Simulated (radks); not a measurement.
Problem. The table gives one normalised radial function P(r) = r R(r) of Fe+ in [Ar] 3d4 4s1 4p2 (r in bohr). All-electron calculation, scalar-relativistic Kohn-Sham, PBEsol, spin-unpolarised, spherical densities, finite nucleus; Fermi nuclear charge, rms radius 3.7377 fm. Program: a radial shooting solver on a logarithmic mesh with Libxc functionals.

r              P
0.006529   0.1745
0.007421   0.1931
0.008502   0.2142
0.00974    0.2364
0.01116    0.2595
0.01278    0.2831
0.01465    0.3065
0.01665    0.3275
0.01907    0.3479
0.02185    0.3648
0.02503    0.3766
0.02868    0.3812
0.03286    0.3763
0.03765    0.3596
0.04279    0.3307
0.04902    0.2837
0.05616    0.2181
0.06434    0.1328
0.07372    0.0285
0.08446   -0.0925
0.09599   -0.2169
0.11      -0.3525
0.126     -0.4806
0.1444    -0.5868
0.1654    -0.6550
0.1895    -0.6687
0.2153    -0.6195
0.2467    -0.4932
0.2827    -0.2908
0.3238    -0.0236
0.371      0.2854
0.4251     0.6029
0.4831     0.8749
0.5535     1.0994
0.6341     1.2287
0.7265     1.2495
0.8323     1.1678
0.9536     1.0069
1.093      0.8011
1.242      0.5989
1.423      0.4040
1.63       0.2482
1.867      0.1379
2.139      0.0686
2.451      0.0301
2.786      0.0122
3.192      0.0040
3.656      0.0011
4.189      0.0002
4.799      0.0000
5.499      0.0000
6.249      0.0000
7.16       0.0000
8.203      0.0000
9.398      0.0000

Which n and l does it have? It may be an empty orbital.

Solution. n = 3, l = 0: the number of nodes gives n - l - 1 = 2, the rise at small r (about r^(l+1)) gives l, and the extent must fit the shell. The curve is that of 3s. 3s: eigenvalue -118.98 eV, 2 radial nodes at r = 0.0762, 0.327 bohr, <r> = 0.798 bohr, 90 % of the charge inside 1.19 bohr.
